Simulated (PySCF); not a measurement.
A calculated (r2SCAN, PySCF 2.14, x2c-TZVPPall, scalar relativity by spin-free X2C-1e) atom or ion has these occupied shells.

| shell | electrons | orbital energy (eV) | rms radius, mean of both spins (bohr) |
| --- | --- | --- | --- |
| 1s α | 1 | -38736.9 | 0.0286 |
| 1s β | 1 | -38736.9 | 0.0286 |
| 2s β | 1 | -6192.5 | 0.116 |
| 2s α | 1 | -6192.5 | 0.116 |
| 2p β | 3 | -5554.0 | 0.104 |
| 2p α | 3 | -5554.0 | 0.104 |
| 3s α | 1 | -1337.3 | 0.304 |
| 3s β | 1 | -1337.3 | 0.304 |
| 3p α | 3 | -1131.6 | 0.304 |
| 3p β | 3 | -1131.5 | 0.304 |
| 3d α | 5 | -833.31 | 0.282 |
| 3d β | 5 | -833.25 | 0.282 |
| 4s α | 1 | -278.53 | 0.697 |
| 4s β | 1 | -278.00 | 0.697 |
| 4p α | 3 | -211.24 | 0.740 |
| 4p β | 3 | -210.66 | 0.740 |
| 4d α | 5 | -112.94 | 0.832 |
| 4d β | 5 | -112.29 | 0.832 |
| 5s α | 1 | -49.794 | 1.68 |
| 5s β | 1 | -49.341 | 1.68 |
| 5p α | 3 | -33.345 | 1.94 |
| 5p β | 3 | -32.945 | 1.94 |
| 4f α | 1 | -10.017 | 1.82 |

Question: Name the element and its charge.

Answer: La²⁺ (lanthanum, charge +2), in [Xe] 4f1, 2F determinant (an excited configuration).
